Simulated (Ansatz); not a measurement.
Species: NbO3, charge 0, multiplicity 2. The spin state was set by rule; other spins were not relaxed. SMILES: [Nb](=[O])(=[O])=[O]
Structure (B3LYP-D3(BJ)/def2-TZVP (Ansatz, an electronic-structure program) minimum search):
```
Nb
O 1 1.7312
O 1 1.7312 2 109.78
O 1 1.9291 2 109.39 3 -120.03
```
Charge 0, spin multiplicity 2.

Parts of the frozen-core correlation energy in def2-SVP (Ansatz, hartree). Frozen orbitals: 7; correlated occupied orbitals by spin: 12 and 11; virtual: 54 and 55. Open shells are spin-unrestricted. No spin-orbit coupling. Past Kr the def2 sets carry scalar-relativistic core potentials.

| term | value |
|---|---|
| reference (HF) | -280.76773 |
| MP2 opposite-spin | ? |
| MP2 same-spin | -0.21610 |
| CCSD correlation | ? |
| (T) | ? |
| T1 diagnostic | 0.037 |
| largest doubles amplitude | 0.035 |
| <S^2> of the reference | 0.793 |

Task: Complete the blanks.

Result: 
- MP2 opposite-spin, value: -0.51435
- CCSD correlation, value: -0.69251
- (T), value: -0.03941
